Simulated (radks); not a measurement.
The numbers below are computed, except where a source is named.
Problem. Valence configurations of Lu+ (all share [Xe]). Code: a radial shooting solver on a logarithmic mesh with Libxc functionals. Model: scalar-relativistic Kohn-Sham, r2SCAN, spin-polarised, spherical densities, finite nucleus; open shells are filled with parallel spins first (spin-orbit coupling, left out, can overturn this in heavy ions); meta-GGA in the generalised Kohn-Sham scheme; Fermi nuclear charge, rms radius 5.37 fm. Order these by energy: 4f14 5d2; 4f13.5 5d1 6s1 6p0.5; 4f12 6s2 6p2; 4f14 6s2; 4f12 5d2 6s2; 4f13.5 6s2 6p0.5; 4f14 5d1 6p1; 4f13 5d1 6s1.5 6p0.5; 4f14 5d1 6s1; 4f13 5d1 6s2.

Solution. From the lowest, in eV above it: 4f14 6s2 0.000; 4f14 5d1 6s1 1.307; 4f14 5d2 3.902; 4f14 5d1 6p1 5.746; 4f13.5 6s2 6p0.5 7.219; 4f13.5 5d1 6s1 6p0.5 7.312; 4f13 5d1 6s2 12.105; 4f13 5d1 6s1.5 6p0.5 14.138; 4f12 5d2 6s2 29.348; 4f12 6s2 6p2 43.367. NIST lists [Xe] 4f14 6s2 as the ground configuration; this level of theory agrees among the configurations tried. The energies are those of spherical high-spin densities, not of single terms.
